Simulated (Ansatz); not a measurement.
`CO[SiH](F)C#N` + H₂ → `CO[SiH2]C#N` + H–F  (hydrogenolysis of the Si–F bond)

Calculated with Ansatz (gas phase, PBE0-D4/def2-TZVP geometries, no zero-point term in ΔE). CCSD(T)/CBS is the MP2 limit (def2-TZVPP, def2-QZVPP) plus CCSD(T) − MP2 in def2-TZVPP, frozen cores. This one scheme is used for every species. DFT in def2-TZVPP. One conformer a species, not always the lowest.

(1) Is it downhill or uphill in electronic energy at CCSD(T)/CBS, and by how much? (Best estimate.)

(2) What do these levels give: r2SCANh-D4, ωB97X-V, r2SCANh, CCSD/def2-SVP, MP2/def2-QZVPP, SCS-MP2/def2-QZVPP? (Best estimate.)

Largest T1 diagnostic among the species: 0.013.

Answers

(1) Computed: Uphill: ΔE = +130.8 kJ/mol.

(2) The calculation gave: r2SCANh-D4 137.3, ωB97X-V 132.1, r2SCANh 136.8, CCSD/def2-SVP 118.0, MP2/def2-QZVPP 134.9, SCS-MP2/def2-QZVPP 134.2 kJ/mol.

At CCSD(T), def2-SVP lies −11.4 kJ/mol from the extrapolated value and def2-TZVPP −0.8 kJ/mol. From r2SCAN to r2SCAN0 (25 % exact exchange), in def2-TZVPP and without D4, ΔE moves by −4.2 kJ/mol.
